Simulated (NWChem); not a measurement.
System: Si2NH5F2; SMILES F[Si@H](N)[SiH2]F

NWChem input:

```
start job
memory heap 200 mb stack 900 mb global 1100 mb
geometry units angstroms noautoz
  N      1.569248    -1.315470     0.215301
  Si     0.008240    -0.870543    -0.345020
  F     -1.212215    -1.762886     0.266132
  Si    -0.458364     1.332200     0.302095
  F      0.553087     2.350016    -0.459440
  H      1.868112    -1.143091     1.167277
  H      2.064952    -2.100223    -0.190830
  H      0.012523    -1.103182    -1.812021
  H     -1.853950     1.719257    -0.043536
  H     -0.273211     1.501043     1.772609
end
basis spherical
  * library def2-tzvp
end
dft
  xc pw6b95
  iterations 150
  semidirect filesize 400000000
  mulliken
end
task dft energy
```

NWChem printed, in part:

```
             Northwest Computational Chemistry Package (NWChem) 7.3.0
             --------------------------------------------------------

 C1  symmetry detected

                             Geometry "geometry" -> ""
                             -------------------------

 Output coordinates in angstroms (scale by  1.889725989 to convert to a.u.)

  No.       Tag          Charge          X              Y              Z
 ---- ---------------- ---------- -------------- -------------- --------------
    1 N                    7.0000     1.59208920    -1.26780479     0.36167605
    2 Si                  14.0000     0.09026928    -0.87878020    -0.37443700
    3 F                    9.0000    -1.14558765    -1.85560968     0.04717302
    4 Si                  14.0000    -0.57278910     1.26919216     0.28520090
    5 F                    9.0000     0.46768918     2.36698779    -0.30739323
    6 H                    1.0000     1.76110724    -1.12020407     1.34906627
    7 H                    1.0000     2.17645762    -2.00929039    -0.00603958
    8 H                    1.0000     0.28856862    -1.05003730    -1.83648336
    9 H                    1.0000    -1.93406597     1.59986958    -0.21929085
   10 H                    1.0000    -0.58032838     1.38612513     1.77230240

 Effective nuclear repulsion energy (a.u.)     301.8379880283

                                 NWChem DFT Module
                                 -----------------

 Summary of "ao basis" -> "ao basis" (spherical)
 ------------------------------------------------------------------------------
       Tag                 Description            Shells   Functions and Types
 ---------------- ------------------------------  ------  ---------------------
 N                         def2-tzvp                11       31   5s3p2d1f
 Si                        def2-tzvp                13       37   5s5p2d1f
 F                         def2-tzvp                11       31   5s3p2d1f
 H                         def2-tzvp                 4        6   3s1p

            General Information
            -------------------
          SCF calculation type: DFT
          Wavefunction type:  closed shell.
          No. of atoms     :    10
          No. of electrons :    58
           Alpha electrons :    29
            Beta electrons :    29
          Charge           :     0
          Spin multiplicity:     1
          Use of symmetry is: off; symmetry adaption is: off
          Maximum number of iterations: 150
          AO basis - number of functions:   197
                     number of shells:    79
          Convergence on energy requested:  1.00D-06
          Convergence on density requested:  1.00D-05
          Convergence on gradient requested:  5.00D-04

              XC Information
              --------------
                       PW6B95 Method XC Functional
                     Hartree-Fock (Exact) Exchange  0.280
                    PW6B95 GGA Exchange Functional  0.720
                      PW6B95 Correlation Potential  1.000

             Grid Information
             ----------------
          Grid used for XC integration:  medium
          Radial quadrature: Mura-Knowles
          Angular quadrature: Lebedev.
          Tag              B.-S. Rad. Rad. Pts. Rad. Cut. Ang. Pts.
          ---              ---------- --------- --------- ---------
          N                   0.65       49          12.0       434
          Si                  1.10       88          12.0       590
          F                   0.50       49          12.0       434
          H                   0.35       45          13.0       434
          Grid pruning is: on
          Number of quadrature shells:   548
          Spatial weights used:  Erf1

      Superposition of Atomic Density Guess
      -------------------------------------

 Sum of atomic energies:        -833.31757555

      Non-variational initial energy
      ------------------------------

 Total energy =    -834.705925
 1-e energy   =   -1756.609402
 2-e energy   =     620.065489
 HOMO         =      -0.314274
 LUMO         =      -0.011420

------------------------------------------------------------
EAF file 0: "./job.aoints.0" size=557318144 bytes
------------------------------------------------------------
               write      read    awrite     aread      wait
               -----      ----    ------     -----      ----
     calls:     1063         0         0         0         0
   data(b): 5.57e+08  0.00e+00  0.00e+00  0.00e+00
   time(s): 0.00e+00  0.00e+00  0.00e+00  0.00e+00  0.00e+00
rate(mb/s): 0.00e+00  0.00e+00
------------------------------------------------------------

     ---------------------------------------------
      Total Density - Mulliken Population Analysis
     ---------------------------------------------

    Atom       Charge   Shell Charges
 -----------   ------   -------------------------------------------------------
    1 N    7     7.92   0.82  1.16  0.57  0.81  0.17  1.63  1.92  0.84  0.00  0.01  0.00
    2 Si  14    13.13   2.00  0.59  1.39  0.82  0.40  4.11  1.73  0.48  0.98  0.27  0.16  0.15  0.06
    3 F    9     9.53   0.77  1.20  0.61  1.02  0.31  2.37  2.36  0.88  0.00  0.01  0.00
    4 Si  14    13.37   2.00  0.59  1.39  0.85  0.46  4.11  1.73  0.48  1.13  0.37  0.11  0.10  0.04
    5 F    9     9.53   0.77  1.20  0.61  1.02  0.31  2.37  2.36  0.87  0.00  0.01  0.00
    6 H    1     0.67   0.22  0.34  0.08  0.04
    7 H    1     0.67   0.22  0.34  0.08  0.04
    8 H    1     1.06   0.23  0.54  0.29  0.01
    9 H    1     1.05   0.23  0.54  0.28  0.01
   10 H    1     1.06   0.23  0.54  0.28  0.01

   convergence    iter        energy       DeltaE   RMS-Dens  Diis-err
 ---------------- ----- ----------------- --------- --------- ---------
 d= 0,ls=0.0,diis     1   -837.4009383588 -1.14D+03  5.04D-03  1.28D+00
 d= 0,ls=0.0,diis     2   -837.3594091479  4.15D-02  2.67D-03  1.88D+00
 d= 0,ls=0.0,diis     3   -837.5081454804 -1.49D-01  4.76D-04  6.71D-02
 d= 0,ls=0.0,diis     4   -837.5121400291 -3.99D-03  1.86D-04  3.86D-03
 d= 0,ls=0.0,diis     5   -837.5124669852 -3.27D-04  5.25D-05  6.95D-04
  Resetting Diis
 d= 0,ls=0.0,diis     6   -837.5125323073 -6.53D-05  1.27D-05  1.80D-05
 d= 0,ls=0.0,diis     7   -837.5125340590 -1.75D-06  3.95D-06  8.49D-07
 d= 0,ls=0.0,diis     8   -837.5125340072  5.19D-08  2.23D-06  1.61D-06

         Total DFT energy =     -837.512534007186
      One electron energy =    -1761.361575720292
           Coulomb energy =      694.586638095149
    Exchange-Corr. energy =      -72.575584410297
 Nuclear repulsion energy =      301.837988028255

 Numeric. integr. density =       58.000010505205

                       DFT Final Molecular Orbital Analysis
                       ------------------------------------

 Vector   27  Occ=2.000000D+00  E=-3.610819D-01
              MO Center= -8.9D-01,  1.4D+00,  4.6D-01, r^2= 2.7D+00
   Bfn.  Coefficient  Atom+Function         Bfn.  Coefficient  Atom+Function
  ----- ------------  ---------------      ----- ------------  ---------------
   187     -0.221227   9 H  s               116      0.217890   4 Si pz
   193      0.204019  10 H  s               188     -0.167970   9 H  s
   114      0.164484   4 Si px              194      0.161125  10 H  s
   144     -0.150239   5 F  pz              186     -0.145146   9 H  s
   192      0.133670  10 H  s               147     -0.121768   5 F  pz

 Vector   28  Occ=2.000000D+00  E=-3.155845D-01
              MO Center=  6.8D-01, -5.9D-01,  5.9D-02, r^2= 3.6D+00
   Bfn.  Coefficient  Atom+Function         Bfn.  Coefficient  Atom+Function
  ----- ------------  ---------------      ----- ------------  ---------------
    47      0.204280   2 Si py                6      0.197222   1 N  px
     7      0.191995   1 N  py                9      0.170892   1 N  px
    10      0.171443   1 N  py               13      0.157360   1 N  py
   115     -0.152793   4 Si py               12      0.148018   1 N  px
   181     -0.110703   8 H  s               182     -0.109221   8 H  s

 Vector   29  Occ=2.000000D+00  E=-3.021908D-01
              MO Center=  5.0D-01, -4.3D-01,  1.3D-01, r^2= 3.7D+00
   Bfn.  Coefficient  Atom+Function         Bfn.  Coefficient  Atom+Function
  ----- ------------  ---------------      ----- ------------  ---------------
     7      0.244450   1 N  py               10      0.211808   1 N  py
   115      0.204973   4 Si py               13      0.176496   1 N  py
    35     -0.133412   2 Si s                47     -0.133992   2 Si py
    12      0.116523   1 N  px                6      0.114019   1 N  px
    48     -0.107575   2 Si pz                9      0.103320   1 N  px

 Vector   30  Occ=0.000000D+00  E=-2.731070D-02
              MO Center= -4.1D-01,  5.4D-01,  7.6D-02, r^2= 4.5D+00
   Bfn.  Coefficient  Atom+Function         Bfn.  Coefficient  Atom+Function
  ----- ------------  ---------------      ----- ------------  ---------------
   118      0.618502   4 Si py               36      0.475061   2 Si s
    50      0.453621   2 Si py              104     -0.454162   4 Si s
   119     -0.239243   4 Si pz              117      0.229672   4 Si px
   194      0.229358  10 H  s               115      0.188328   4 Si py
   141     -0.186682   5 F  s                47      0.168559   2 Si py

 Vector   31  Occ=0.000000D+00  E=-4.868843D-03
              MO Center=  4.5D-01, -4.1D-01,  1.4D-01, r^2= 6.1D+00
   Bfn.  Coefficient  Atom+Function         Bfn.  Coefficient  Atom+Function
  ----- ------------  ---------------      ----- ------------  ---------------
     5      1.184296   1 N  s               176     -0.577998   7 H  s
   170     -0.471666   6 H  s               188     -0.428821   9 H  s
    49     -0.400298   2 Si px              117     -0.381115   4 Si px
    50      0.303485   2 Si py              194      0.286801  10 H  s
    51     -0.260690   2 Si pz              104     -0.250099   4 Si s

[...]
```

Level: PW6B95/def2-TZVP. All runs use the structure optimised with B3LYP/6-31G* (spherical d).
